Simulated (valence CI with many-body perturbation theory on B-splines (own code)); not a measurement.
# Forbidden lines of Re69+

Method: valence CI with perturbative core correlation (CI+MBPT): four valence electrons over a frozen Dirac-Fock core [He], radial functions for each j: 11 s, 11 p, 10 d, 8 f, 5 g, 2 h, with the one-electron correlation potential Σ1, the two-electron term Σ2, the three-electron term Σ3, Breit, model QED; selected CI, second order for the rest, scaled by the run's own slope (own B-spline code, finite nucleus).

The last digits are not significant, and no measured levels were compared; by estimate large intervals hold to a few tenths of a per cent, small ones and those within an open d or f shell to about a per cent. Among the levels kept, up to 1300 cm⁻¹ of a level comes from second order outside the variational space, and about a tenth of that is noise between levels of different J, which matters for small intervals.

Lines 51 to 86 of 86 in falling wavelength, among levels below 15026 eV, chosen from the decays that carry over 1 % of a level's rate. Wavelengths and rates use the calculated energies. Electric multipoles are in the length gauge, E1 and E2 with the static RPA response of the core. Weak lines are less certain than strong ones. Lines between different terms over intervals too small for the method are left out, as are lines whose strength nearly cancels. The highest levels of a list are the least certain.

Levels are named by their leading jj configuration (3d3/2^4 stands for four electrons in 3d with j = 3/2), which in mixed levels can hold well under half, so a name can repeat and another be missing. Letters in brackets count levels of one name in rising energy.

```tsv
λ vac (nm)	Upper	Lower	Type	A (s⁻¹)	Branch %
0.1096	(2s^2 2p3/2 3p3/2) J=3	(2s^2 2p1/2 2p3/2) J=2	E2	8.06e+11	7.1
0.1096	(2s^2 2p3/2 3p3/2) J=1	(2s^2 2p1/2 2p3/2) J=2	E2	1.69e+12	11.6
0.1095	(2s 2p3/2^2 3p3/2) J=4	(2s 2p1/2 2p3/2^2) J=2 [a]	E2	1.35e+12	18.6
0.1094	(2s^2 2p3/2 3p3/2) J=3	(2s^2 2p1/2 2p3/2) J=1	E2	1.17e+12	10.4
0.1094	(2s^2 2p3/2 3p3/2) J=1	(2s^2 2p1/2 2p3/2) J=1	E2	1.96e+11	1.3
0.1093	(2s^2 2p3/2 3p3/2) J=2	(2s^2 2p1/2 2p3/2) J=2	E2	1.37e+12	10.6
0.1091	(2s^2 2p3/2 3p3/2) J=2	(2s^2 2p1/2 2p3/2) J=1	E2	5.92e+11	4.6
0.1090	(2s^2 2p3/2 3p3/2) J=0	(2s^2 2p1/2 2p3/2) J=2	E2	1.93e+12	12.4
0.1082	(2s 2p1/2 2p3/2 3d5/2) J=5	(2s 2p1/2^2 2p3/2) J=2	E3	1.34e+10	7.8
0.1081	(2s 2p3/2^2 3d5/2) J=5	(2s 2p1/2 2p3/2^2) J=3	M2	3.54e+10	1.2
0.1077	(2s^2 2p3/2 3d5/2) J=4	(2s^2 2p1/2 2p3/2) J=2	M2	5.51e+10	13.3
0.1077	(2s^2 2p3/2 3d5/2) J=4	(2s^2 2p1/2 2p3/2) J=2	E3	5.33e+09	1.3
0.1075	(2s^2 2p3/2 3d5/2) J=4	(2s^2 2p1/2 2p3/2) J=1	E3	9.29e+09	2.2
0.1066	(2p1/2^2 2p3/2 3d3/2) J=2	(2s 2p1/2^2 2p3/2) J=1	E2	3.73e+12	2.0
0.1065	(2p1/2^2 2p3/2 3d3/2) J=3	(2s 2p1/2^2 2p3/2) J=1	E2	5.17e+12	7.3
0.1065	(2s 2p1/2 2p3/2 3d3/2) J=4	(2s^2 2p1/2 2p3/2) J=2	E2	6.00e+12	19.5
0.1064	(2s 2p1/2^2 3d3/2) J=2	(2s^2 2p1/2^2) J=0	E2	6.65e+12	2.2
0.1059	(2s 2p1/2 2p3/2 3d5/2) J=4 [a]	(2s^2 2p1/2 2p3/2) J=2	E2	6.57e+11	1.5
0.1058	(2s 2p1/2 2p3/2 3d3/2) J=3 [c]	(2s^2 2p1/2 2p3/2) J=2	E2	3.52e+12	2.8
0.1058	(2p1/2^2 2p3/2 3d3/2) J=2	(2s 2p1/2^2 2p3/2) J=2	E2	6.85e+12	3.6
0.1057	(2p1/2^2 2p3/2 3d3/2) J=3	(2s 2p1/2^2 2p3/2) J=2	E2	5.32e+12	7.5
0.1057	(2p1/2^2 2p3/2 3d3/2) J=1	(2s 2p1/2^2 2p3/2) J=2	E2	9.71e+12	2.0
0.1056	(2p1/2^2 2p3/2 3d3/2) J=0	(2s 2p1/2^2 2p3/2) J=2	E2	1.05e+13	29.1
0.1055	(2s 2p3/2^2 3d5/2) J=4 [a]	(2s^2 2p3/2^2) J=2	E2	4.51e+12	47.8
0.1051	(2s 2p3/2^2 3d5/2) J=1 [a]	(2s^2 2p3/2^2) J=2	E2	1.40e+13	1.0
0.1050	(2s 2p3/2^2 3d3/2) J=0 [b]	(2s^2 2p3/2^2) J=2	E2	2.09e+13	1.0
0.1048	(2s 2p3/2^2 3d5/2) J=2 [b]	(2s^2 2p3/2^2) J=0	E2	1.29e+13	3.7
0.1047	(2p1/2^2 2p3/2 3d5/2) J=4	(2s 2p1/2^2 2p3/2) J=2	E2	1.08e+13	54.1
0.1047	(2s 2p1/2 2p3/2 3d5/2) J=4 [c]	(2s^2 2p1/2 2p3/2) J=2	E2	7.51e+12	1.3
0.1046	(2s 2p1/2 2p3/2 3d5/2) J=3 [c]	(2s^2 2p1/2 2p3/2) J=1	E2	7.58e+12	1.8
0.1044	(2s 2p3/2^2 3d5/2) J=4 [b]	(2s^2 2p3/2^2) J=2	E2	1.01e+13	22.7
0.1044	(2s 2p3/2^2 3d5/2) J=3 [b]	(2s^2 2p3/2^2) J=2	E2	2.31e+12	5.9
0.09537	(2s^2 2p1/2 4p1/2) J=0	(2s^2 2p1/2 2p3/2) J=2	E2	1.08e+12	1.0
0.09323	(2s^2 2p1/2 4f7/2) J=4	(2s^2 2p1/2 2p3/2) J=2	E2	6.82e+12	2.0
0.09310	(2s^2 2p1/2 4f7/2) J=3	(2s^2 2p1/2 2p3/2) J=1	E2	5.90e+12	1.7
0.08379	(2s^2 2p1/2 4f5/2) J=2	(2s^2 2p1/2^2) J=0	E2	6.55e+12	1.8
```
